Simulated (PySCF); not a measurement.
All values below come from PBE-D3(BJ)/def2-TZVP // PBE0-D3(BJ)/def2-TZVP run with PySCF. All species are isolated molecules in the gas phase. 

Reference species (SMILES): `[SiH]1=[SiH][SiH2][SiH2]1` (neutral, multiplicity 1).

| Quantity | Value |
|---|---|
| dipole moment | 0.36 D |
| LUMO | -2.70 eV |
| HOMO–LUMO gap | 2.67 eV |

Changed species: `[SiH]1[SiH]([SiH]=1)[SiH3]`.

Question: Give the shifts of the dipole moment, LUMO and HOMO–LUMO gap.

Answer: the dipole moment increases by 0.30 D, to 0.66 D; the LUMO rises by 0.09 eV, to -2.61 eV; the HOMO–LUMO gap hardly moves.
